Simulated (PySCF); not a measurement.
Computed with TPSSh-D3(BJ)/def2-TZVP // CAM-B3LYP-D3(BJ)/def2-TZVP in PySCF. Gas-phase values, no solvent. One relaxed conformer stands for a flexible species; it need not be the lowest. Excitations are Tamm–Dancoff values on a coarser integration grid. The basis has no diffuse functions, so Rydberg states are missing or too high.

Reference species (SMILES): `[OH][In]([OH])[SH]` (neutral, multiplicity 1).

```json
{
 "S1 oscillator strength": "0.006",
 "T1 excitation (TDA)": "4.13 eV",
 "HOMO–LUMO gap": "4.98 eV"
}
```

Changed species: `[OH][In]([SH])[SH]` (2 of 3 OH replaced by SH; the reference has 1 of 3 OH replaced by SH).

Problem. What does the change do to the S1 oscillator strength, T1 excitation (TDA) and HOMO–LUMO gap?

Solution. the S1 oscillator strength is nearly the same; the T1 excitation (TDA) drops by 0.05 eV, to 4.08 eV; the HOMO–LUMO gap drops by 0.09 eV, to 4.89 eV.
